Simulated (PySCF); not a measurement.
# [PbBr3]− at several levels of theory

Computed with PySCF 2.14.0 (density fitting, no spin-orbit coupling) at the geometry relaxed with PBE:

```xyz
4
[PbBr3]− (singlet)
Pb    0.0050    0.7943    0.0000
Br   -1.2434   -0.4081    2.1743
Br   -1.2434   -0.4081   -2.1743
Br    2.5207   -0.3870    0.0000
```

```csv
level,basis,state,HOMO (eV),gap (eV),charge on Pb1 (e),dipole about the centre of mass (D),largest force component (eV/Å)
PBE,"Pb def2-SVP with ECP60, Br def2-SVP",singlet,-1.75,3.62,0.46,4.15,0.01
PBE,"Pb def2-TZVP with ECP60, Br def2-TZVP",singlet,-2.16,3.62,0.68,4.45,0.11
PBE,"Pb x2c-SVPall, Br x2c-SVPall",singlet,-1.70,3.59,0.48,4.08,0.44
```

Charges are Mulliken's, which hang on the basis. The relaxation used the grid (50, 194), these runs (75, 302) or, all-electron (x2c bases, spin-free X2C Hamiltonian), (99, 590).

(1) Order these levels, in the first row's basis, by the HOMO–LUMO gap they give here, smallest first.
A. M06-L
B. revPBE
C. B3LYP
D. BP86

(2) And their other results?

Answers

(1) D (3.60 eV), B (3.66 eV), A (4.07 eV), C (4.85 eV).

(2) 
```tsv
level	state	HOMO (eV)	gap (eV)	charge on Pb1 (e)	dipole about the centre of mass (D)	largest force component (eV/Å)
B3LYP	singlet	-2.55	4.85	0.54	4.39	0.07
revPBE	singlet	-1.71	3.66	0.51	4.25	0.14
BP86	singlet	-1.87	3.60	0.46	4.15	0.02
M06-L	singlet	-1.96	4.07	0.70	4.64	0.22
```
